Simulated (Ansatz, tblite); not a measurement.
(GeO)n: gap (eV) at several levels, gas phase, relaxed structures; Ansatz, xTB through tblite. Clusters are the lowest isomers that short searches found in that spin, judged at the geometry's level. Singlets are spin-restricted. The structures are stationary points that may keep the symmetry of their start.

```tsv
species	state	geometry	GFN2-xTB	PBE-D4/def2-TZVP	revPBE-D4/def2-TZVP	B3LYP-D4/6-31G	PBE0-D4/def2-SVP	PBE0-D4/def2-TZVP
Ge2O2	singlet	PBE-D4/def2-SVP	3.72	2.72	2.75	3.93	4.56	4.62
Ge3O3	singlet	r2SCAN-D4/def2-SVP	4.33	3.23	3.25	4.56	5.10	5.11
Ge5O5	singlet	r2SCAN-D4/def2-SVP	2.98	2.38	2.40	3.58	4.03	4.06
```

Over the 3 species that have every level, the mean is 3.68 at GFN2-xTB, 2.78 at PBE-D4/def2-TZVP, 2.80 at revPBE-D4/def2-TZVP, 4.02 at B3LYP-D4/6-31G, 4.56 at PBE0-D4/def2-SVP, 4.59 at PBE0-D4/def2-TZVP. Orbital gaps grow with the share of exact exchange and aren't one observable across functionals.
